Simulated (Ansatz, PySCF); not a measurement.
C3H7NSi, SMILES N1([SiH3])C=CC1.

Geometry optimised at ωB97X-D3(BJ)/def2-SVP. This is a generated structure with no PubChem entry under its InChIKey; it may be hypothetical.

Vertical ionisation energy (IE) and electron affinity (EA) in eV. Rows of orbital energies are one-electron estimates. Where ΔSCF, EOM or ADC give a negative EA the extra electron is unbound and the value depends on the basis.

```tsv
level	IE	EA
−ε(HOMO), −ε(LUMO), r2SCAN/def2-TZVP (PySCF)	5.06	0.25
−ε(HOMO), −ε(LUMO), PBE/def2-TZVP (PySCF)	4.89	0.48
ΔSCF, PBE0/def2-TZVPD (Ansatz), final states of multiplicity 2 and 2	7.95	-1.15
ΔSCF, PBE/def2-TZVPD (Ansatz), final states of multiplicity 2 and 2	7.93	-1.01
```

Problem. What vertical singlet–triplet gap does ΔSCF give with PBE0/def2-TZVPD (Ansatz, a program for electronic structure) and with PBE/def2-TZVPD (Ansatz)? (An estimate is asked for; the answer gives what the named calculation found.)

Solution. 3.64 and 3.73 eV (triplet above singlet where positive).
